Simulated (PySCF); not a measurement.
Species: C₃H₁₃PSi₃.
SMILES: `C=CC[SiH2]P([SiH3])[SiH3]`

All values: CAM-B3LYP/def2-SVPD (PySCF, non-relativistic), on one gas-phase PBE0-D3(BJ)/def2-SVP geometry that isn't relaxed in the solvent. The solvent is an IEF-PCM continuum (cavity from Bondi-type radii × 1.2), and excitations are vertical TDDFT with non-equilibrium linear response and a frozen core. Specific hydrogen bonds and non-electrostatic terms are outside this model.

Gas-phase singlets (H = HOMO, L = LUMO):

```csv
state,E (eV),λ (nm),f,leading configuration
S1,6.178,201,0.004,H→L+1 44%
S2,6.250,198,0.048,H→L 35%
S3,6.287,197,0.017,H→L+4 19%
S4,6.444,192,0.084,H→L+3 31%
S5,6.469,192,0.070,H→L+1 16%
```

Task: Give the list for benzene (ε = 2.271), n² = 2.25.

Result: 
| state | E (eV) | λ (nm) | f | leading configuration | change by rank (eV) |
| --- | --- | --- | --- | --- | --- |
| S1 | 6.207 | 200 | 0.010 | H→L+1 35% | +0.029 |
| S2 | 6.247 | 198 | 0.094 | H→L 37% | -0.003 |
| S3 | 6.312 | 196 | 0.073 | H→L+3 21% | +0.025 |
| S4 | 6.393 | 194 | 0.374 | H→L+2 23% | -0.051 |
| S5 | 6.452 | 192 | 0.204 | H→L+4 19% | -0.017 |

Task: How do the frontier levels move from gas to benzene?

Result: 
| orbital | gas (eV) | solvent (eV) | change (eV) |
| --- | --- | --- | --- |
| LUMO+2 | 0.90 | 0.97 | +0.07 |
| LUMO+1 | 0.84 | 0.93 | +0.09 |
| LUMO | 0.76 | 0.83 | +0.07 |
| HOMO | -8.42 | -8.36 | +0.06 |
| HOMO-1 | -8.58 | -8.52 | +0.06 |
| HOMO-2 | -9.75 | -9.67 | +0.08 |
| HOMO-3 | -9.93 | -9.85 | +0.08 |

The HOMO–LUMO gap goes from 9.18 to 9.20 eV.

Time: 52 s wall; peak memory 1.5 GiB. Hardware: an Intel Xeon 6975P-C with one thread, shared host with 192 logical CPUs at a one-minute load of 71. This is the whole response run at CAM-B3LYP/def2-SVPD in benzene, SCF included.

The values belong to the conformer `[CH2:1]=[CH:2][CH2:3][SiH2:4][P:5]([SiH3:6])[SiH3:7]`: C1–C2–C3–Si4 -105°, C2–C3–Si4–P5 -174°, C3–Si4–P5–Si6 -74°.
